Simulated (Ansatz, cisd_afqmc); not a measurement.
System: SiNH₂I, charge 0, singlet. SiNH2I (SMILES N[Si]I).
B3LYP-D3(BJ)/def2-TZVP minimum from Ansatz (a program for electronic structure):
```
N
H 1 1.0101
H 1 1.0109 2 112.65
Si 1 1.7065 2 126.71 3 180.00
I 4 2.5402 1 98.46 2 0.00
```

Atomisation energy term by term, kcal/mol (programs: Ansatz, cisd_afqmc). UHF or UKS for unpaired electrons; spin-orbit terms are left out. Cores are frozen in correlated methods (noble-gas shells, and filled d and f shells in the p block). Past Kr the def2 sets carry scalar-relativistic core potentials. The Monte Carlo rows (phaseless AFQMC, CISD trial, step 0.005/hartree) carry one-sigma bars that omit the constraint's bias. Outlying blocks are dropped, and bars are widened where a walk drifts. Over all cases where full CI ran beside it in this data, AFQMC minus full CI had a median of +0.1 mEh and passed +0.4 mEh in a tenth of the cases. CBS(X,Y): correlation extrapolated as X^-3, Hartree-Fock from the larger set. A bracket is a step between two methods taken in the basis named. For partners of very few electrons the exact lower level stands in for a higher one. Spin-orbit terms, left out, reach several kcal/mol for Br and I, and more for heavier atoms.

| term | basis | kcal/mol |
|---|---|---|
| Hartree-Fock | def2-QZVPP | 239.39 |
| CCSD correlation | CBS(def2-TZVPP,def2-QZVPP) | 116.74 |
| (T) | CBS(def2-TZVPP,def2-QZVPP) | 9.46 |
| CCSDT(Q) - CCSD(T) | def2-SVP | 0.71 |
| sum: De |  | 366.3 |

The step beyond CCSD(T) by other levels: AFQMC/CISD in def2-SVP 0.97 ± 0.26 kcal/mol.
